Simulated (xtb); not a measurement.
CH7InN2, SMILES [CH3][In]([NH2])[NH2]. All values are semi-empirical tight-binding results from xtb (GFN2-xTB unless named), good for trends rather than for accurate numbers. Geometry: GFN2-xTB. One conformer was computed; it need not be the lowest.

Optimised geometry:

Bonds (Å): In1–C2 2.219, In1–N6 2.055, In1–N9 2.055, C2–H3 1.087, C2–H4 1.088, C2–H5 1.087, N6–H7 1.014, N6–H8 1.015, N9–H10 1.015, N9–H11 1.014. Bond angles (°): C2–In1–N6 122.1, C2–In1–N9 121.9, N6–In1–N9 113.8, In1–C2–H3 109.9, In1–C2–H4 107.4, In1–C2–H5 110.1, H3–C2–H4 109.6, H3–C2–H5 110.3, H4–C2–H5 109.5, In1–N6–H7 114.6, In1–N6–H8 113.9, H7–N6–H8 106.8, In1–N9–H10 113.9, In1–N9–H11 114.3, H10–N9–H11 106.8.

A frequency run showed that this geometry is not a minimum.

For metal compounds this method's bond lengths and energies can be far off.

### Question
Estimate the properties. (Estimate from the structure and the level; the computed values follow.)

### Answer

| Property | Result |
|---|---|
| orbital gap | 3.04 eV |

### Question
Give the atomic charges and the Wiberg bond orders between heavy atoms. (The exact figures need the calculation; the answer reports its results.)

### Answer
charges (e) In1 0.16, C2 -0.15, H3 0.06, H4 0.06, H5 0.06, N6 -0.41, H7 0.15, H8 0.16, N9 -0.41, H10 0.16, H11 0.15. Bond orders In1–C2 0.77, In1–N6 0.97, In1–N9 0.97.
